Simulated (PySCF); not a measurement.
Cartesian coordinates (Å):
```xyz
10

C      1.3203    -0.0177    -0.3850
C      0.1682     0.5869     0.3536
C     -1.0687     0.1051     0.3737
O     -1.4279    -1.0340    -0.3033
H      1.7338     0.6859    -1.1135
H      1.0214    -0.9195    -0.9169
H      2.1328    -0.2794     0.2990
H      0.3429     1.4918     0.9226
H     -1.8614     0.5923     0.9306
H     -2.3614    -1.2114    -0.1608
```
Charge 0, multiplicity 1.

**Question.** Estimate the HOMO–LUMO gap, HOMO, dipole moment, total energy and LUMO that PBE-D3(BJ)/def2-TZVP // B3LYP-D3(BJ)/def2-TZVP run with PySCF 2.14.0 returns for this input.

**Answer.** 
| Quantity | Result |
|---|---|
| HOMO–LUMO gap | 5.13 eV |
| HOMO | -5.13 eV |
| dipole moment | 1.53 D |
| total energy | -192.9671 Ha |
| LUMO | 0.00 eV |
